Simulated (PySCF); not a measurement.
Correlation energy of Co (cobalt, neutral)

[Ar] 3d9, 2D determinant (an excited configuration). Computed with PySCF 2.14 in x2c-TZVPPall with one added diffuse shell each of s, p, d, f type (7s6p5d3f1g, 80 functions), with the spin-free X2C one-electron Hamiltonian (Gaussian nucleus). Frozen: [Ne]; 17 electrons correlated.

MP2 pair energies summed by pair of shells (mhartree):

```csv
pair,energy,share (%)
3d-3d,-453.96,54.4
3p-3d,-239.96,28.7
3p-3p,-59.08,7.1
3s-3d,-49.43,5.9
3s-3p,-28.12,3.4
3s-3s,-4.31,0.5
```

Total MP2 correlation energy: -834.86 mhartree.

Same-spin part -284.02 and opposite-spin part -550.85 mhartree; SCS-MP2 scales them by 1/3 and 6/5 to -755.69 mhartree.

This basis was not built for core-valence correlation, so the inner-shell part is incomplete.
